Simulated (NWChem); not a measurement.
System meant: C₂H₆BiF; SMILES [CH3][Bi]([CH3])[F]

Input file for NWChem:

```
start job
memory heap 200 mb stack 900 mb global 1100 mb
geometry units angstroms noautoz
  Bi    -0.009799    -0.054719     0.270896
  F     -0.102501    -1.773681    -0.848014
  C      1.702240     0.777522    -0.953968
  H      2.665209     0.555237    -0.474309
  H      1.587862     1.863693    -1.082144
  H      1.648834     0.275406    -1.930360
  C     -1.558229     0.988911    -1.008564
  H     -2.557787     0.891058    -0.563495
  H     -1.535246     0.484385    -1.984899
  H     -1.302066     2.051702    -1.127582
end
basis spherical
  Bi library def2-svp
  F library def2-svp
  C library def2-svp
  H library def2-svp
end
dft
  xc xpbe96 cpbe96
  iterations 150
  mulliken
end
task dft energy
```

End of the output:

```
          Convergence Information
          -----------------------
          Convergence aids based upon iterative change in
          total energy or number of iterations.
          Levelshifting, if invoked, occurs when the
          HOMO/LUMO gap drops below (HL_TOL):  1.00D-02
          DIIS, if invoked, will attempt to extrapolate
          using up to (NFOCK): 10 stored Fock matrices.

                    Damping( 0%)  Levelshifting(0.5)       DIIS
                  --------------- ------------------- ---------------
          dE  on:    start            ASAP                start
          dE off:    2 iters        150 iters           150 iters

      Screening Tolerance Information
      -------------------------------
          Density screening/tol_rho:  1.00D-10
          AO Gaussian exp screening on grid/accAOfunc:  14
          CD Gaussian exp screening on grid/accCDfunc:  20
          XC Gaussian exp screening on grid/accXCfunc:  20
          Schwarz screening/accCoul:  1.00D-08

      Superposition of Atomic Density Guess
      -------------------------------------

      charge =      83.0 Bi (Bismuth)

      symmetry species            s     p     d     f
      number of basis functions =10     7     6     0
      number of cont. functions = 4     4     2     0
      number of closed shells   = 6     4     3     1
      number of open shells     = 0     1     0     0
      open shell occupation     = 0     3     0     0
 ------------------------------------------------------------------------
 atomscf:atomd: error in atom scf                   0
 ------------------------------------------------------------------------
 ------------------------------------------------------------------------
  current input line :
    26: task dft energy
 ------------------------------------------------------------------------
 ------------------------------------------------------------------------
 This error has not yet been assigned to a category
 ------------------------------------------------------------------------
 For more information see the NWChem manual at https://nwchemgit.github.io

0:atomscf:atomd: error in atom scf:Received an Error in Communication
```

Task: Can this run be used? If not, why, and what is the fix?

Result: The run crashed. Cause: the def2 basis of a heavy element holds valence functions alone and wants its effective core potential (without it all electrons must fit into that basis). This input runs:
```
start job
memory heap 200 mb stack 900 mb global 1100 mb
geometry units angstroms noautoz
  Bi    -0.009799    -0.054719     0.270896
  F     -0.102501    -1.773681    -0.848014
  C      1.702240     0.777522    -0.953968
  H      2.665209     0.555237    -0.474309
  H      1.587862     1.863693    -1.082144
  H      1.648834     0.275406    -1.930360
  C     -1.558229     0.988911    -1.008564
  H     -2.557787     0.891058    -0.563495
  H     -1.535246     0.484385    -1.984899
  H     -1.302066     2.051702    -1.127582
end
basis spherical
  Bi library def2-svp
  F library def2-svp
  C library def2-svp
  H library def2-svp
end
ecp
  Bi library def2-ecp
end
dft
  xc xpbe96 cpbe96
  iterations 150
  mulliken
end
task dft energy
```
It converges to -393.97848 Ha (PBE/def2-SVP with def2 effective core potentials on Bi).
